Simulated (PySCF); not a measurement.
Working out the electron affinity of Br

Br⁻ [Kr] (1S) → Br [Ar] 3d10 4s2 4p5 (2P). Calculation: PySCF 2.14, in dyall-av2z; the non-relativistic Hamiltonian (point nucleus). Frozen: [Ar] 3d10; the 39 highest virtual orbitals dropped. Energies in hartree (1 hartree = 27.21139 eV):

| part | Br⁻ (lower) | Br (upper) |
| --- | --- | --- |
| UHF | -2572.508718 | -2572.416913 |
| MP2 opposite-spin | -0.103049 | -0.081020 |
| MP2 same-spin | -0.037805 | -0.026843 |

Question: What does Hartree-Fock give?

Answer: (-2572.416913) − (-2572.508718) = 0.091805 hartree = 2.498 eV.

Question: What do MP2 and SCS-MP2 (6/5 opposite-spin, 1/3 same-spin) give?

Answer: The opposite-spin parts differ by 0.599 eV and the same-spin parts by 0.298 eV. MP2: 2.498 + (0.599) + (0.298) = 3.395 eV. SCS-MP2: 2.498 + 1.2 × (0.599) + (0.298)/3 = 3.316 eV.

A first-order spin-orbit estimate adds -0.132 eV to MP2 (valence), giving 3.263 eV against 3.364 eV (measured; photodetachment measurements, as compiled on the Wikipedia data page of electron affinities).

The calculation is non-relativistic.

A double-zeta basis recovers only part of the correlation energy.

What remains against the reference includes basis incompleteness, the frozen core and correlation beyond second order.
